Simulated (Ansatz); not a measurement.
Reaction (redistribution): `O[SiH](Cl)O[SiH2]Cl` + `Cl[SiH2][S][GeH2][Cl]` → `O[SiH](Cl)[S][GeH2][Cl]` + `Cl[SiH2]O[SiH2]Cl`

Program: Ansatz. Geometries: PBE0-D4/def2-TZVP. ΔE: electronic, gas phase. CCSD(T)/CBS is the MP2 limit (def2-TZVPP, def2-QZVPP) plus CCSD(T) − MP2 in def2-TZVPP, frozen cores. Functionals use def2-TZVPP. B3LYP here is the variant with VWN-RPA as its local correlation; programs differ in this. For Ge outer-core shells are correlated without core-valence functions, which leaves a few kJ/mol of doubt a bond. Scalar relativity is left out up to krypton. Each species was taken in one conformer, which may not be the lowest.

```csv
level,ΔE (eV)
r2SCAN-D4,0.13
B3LYP-D4,0.12
ωB97M-V,0.13
PBE0,0.13
CCSD/def2-TZVPP,0.13
HF/def2-QZVPP,0.12
SCS-MP2/def2-QZVPP,0.11
CCSD/CBS(def2),0.12
```

Problem. What does CCSD(T)/CBS give? (Best estimate.)

Solution. Computed: +0.12 eV. The listed levels differ from it by 0.01, 0.00, 0.01, 0.01, 0.01, 0.00, -0.01, 0.00 eV.

Largest T1 diagnostic among the species: 0.011.
